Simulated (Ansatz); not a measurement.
Process, species as SMILES: Br[SiH](Br)Br [tribromosilane] + 3 [H][H] (H2) → 3 Br (HBr) + [SiH4] (SiH4)
Structures are relaxed separately at B3LYP-D3(BJ)/def2-TZVP in Ansatz (a program for electronic structure).
Geometry of the first species:
```xyz
5

Si     0.0125    -0.0212     0.6158
Br     2.0707    -0.2841    -0.1537
Br    -0.7881     1.9418    -0.0193
Br    -1.2888    -1.6473    -0.1327
H      0.0421    -0.0716     2.0806
```
Charge 0, spin multiplicity 1.

Quantity: energy of full hydrogenation (electronic energy difference), in kJ/mol. Correlated levels leave the core frozen unless marked. No spin-orbit coupling. The frozen core is the preceding noble-gas configuration, with the filled d and f shells of earlier blocks. No relativistic terms. CBS(X,Y): correlation extrapolated as X^-3; Hartree-Fock from the larger set.

```
level                           program  energy of full hydrogenation (kJ/mol)
-----------------------  --------------  -------------------------------------
HF/def2-TZVPP                    Ansatz                                  159.0
BHLYP-D3(BJ)/def2-TZVPD  Ansatz + dftd3                                  203.9
LC-wPBE/def2-TZVPD               Ansatz                                  188.7
PBE-QIDH/def2-TZVPD              Ansatz                                  217.4
MP2/def2-TZVPPD                  Ansatz                                  223.5
```

Estimate the value at CCSD(T)/CBS(def2-TZVPPD,def2-QZVPPD) as computed with Ansatz.

214.7 kJ/mol, so MP2/def2-TZVPPD differs from it by 8.8 kJ/mol.
